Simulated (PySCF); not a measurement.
C₇H₉ClSSi.
Atom-mapped SMILES: `[CH3:1][C:2](=[S:3])[C:4]1=[CH:5][Si@H:6]([Cl:7])[CH:8]=[CH:9][CH2:10]1`

Probes without a nucleus sit at each ring's centroid and 1 Å off its mean plane on both sides; NICS is minus the shielding there, NICSzz its component along the normal. Level: GIAO PBE0/pcSseg-1 (PySCF, non-relativistic, gas phase) on the GFN2-xTB geometry, one conformer.

Ring bond lengths (Å), with Mayer bond orders in brackets: C4–C5 1.346 (1.84), C5–Si6 1.875 (0.87), Si6–C8 1.869 (0.91), C8–C9 1.328 (1.92), C9–C10 1.495 (1.07), C10–C4 1.506 (1.05).

Task: What do the NICS probes read (ppm)?

Result: 
```csv
ring,type,NICS(0),"NICS(1), two faces","NICS(1)zz, two faces",rms pucker (Å),"centre to ring atoms, mean (Å)"
C4–C5–Si6–C8–C9–C10,"6-membered ring with Si; formal bonds 2 double, 4 single",-0.1,-3.1 / -1.4,-0.3 / 1.2,0.16,1.55
```

Task: What can be read from them?

Result: 
- C4–C5–Si6–C8–C9–C10: mean NICS(1)zz 0.5 ppm, near zero. Si6, C10 have four or more neighbours, so the value isn't read as a sign of a π ring current.

Task: At the first NICS(1) probe listed for ring C4–C5–Si6–C8–C9–C10, 1 Å off the ring, how large is the induced field along the normal in 1 T applied along it?

Result: NICSzz × B0 = -0.3 ppm × 1 T = 0 μT.

Task: Give the inner angles of the rings and the Hirshfeld charges of the ring atoms.

Result: 
- C4–C5–Si6–C8–C9–C10: C4 122.8° (+0.012 e), C5 121.9° (-0.128 e), Si6 100.6° (+0.352 e), C8 119.9° (-0.160 e), C9 126.1° (-0.017 e), C10 117.9° (-0.080 e); sum 709.1° against 720° for a flat convex ring.

Shape of the structure used: `[CH3:1][C:2](=[S:3])[C:4]1=[CH:5][Si@H:6]([Cl:7])[CH:8]=[CH:9][CH2:10]1`: C1–C2–C4–C5 13°.
